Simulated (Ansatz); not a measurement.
Born–Oppenheimer molecular dynamics of H₃SSb (5 atoms, charge 0, multiplicity 1). It starts at the highest image of a converged band, a first-order saddle point between two minima.

These are results of RKS CAM-B3LYP-D4/def2-TZVP in Ansatz 0.2.0, not measurements.

```yaml
ensemble: NVE (velocity Verlet)
time_step: 0.5 fs
steps_asked: 200
starting_velocities_drawn_for: 300 K
seed: 5409
```

First frame:

```xyz
5
Properties=species:S:1:pos:R:3
S 0.325 -0.556 1.082
Sb 0.217 0.469 -1.375
H 0.178 -1.820 0.662
H -0.843 -0.136 0.157
H 0.174 1.970 -0.568
```

(1) How far do the bonds stretch over the last three quarters of this one trajectory? (Pairs bonded in most of those frames.)

Results:

(1) 
```json
{"bond": "S1–Sb2", "mean (Å)": "2.715", "spread (Å)": "0.034", "shortest": "2.63", "longest": "2.74"}
{"bond": "S1–H3", "mean (Å)": "1.345", "spread (Å)": "0.009", "shortest": "1.33", "longest": "1.37"}
{"bond": "S1–H4", "mean (Å)": "1.357", "spread (Å)": "0.038", "shortest": "1.30", "longest": "1.43"}
{"bond": "Sb2–H5", "mean (Å)": "1.710", "spread (Å)": "0.022", "shortest": "1.68", "longest": "1.74"}
```

Mean temperature of the second half: 652 K. The conserved energy stayed within 0.08 meV per atom of its start (net change 0.062 meV per atom), so the integration is sound. The system heated up, since it started high on the potential surface and ran downhill. A run of 0.1 ps of so small a system gives no equilibrium averages. The orbitals stay closed-shell, which can raise the energy where a bond breaks towards radicals; this wasn't checked here.

Run time: 11 min on 2 threads of Intel(R) Xeon(R) Platinum 8175M CPU @ 2.50GHz (Skylake/Cascade Lake) (shared host), peak memory 0.22 GiB.
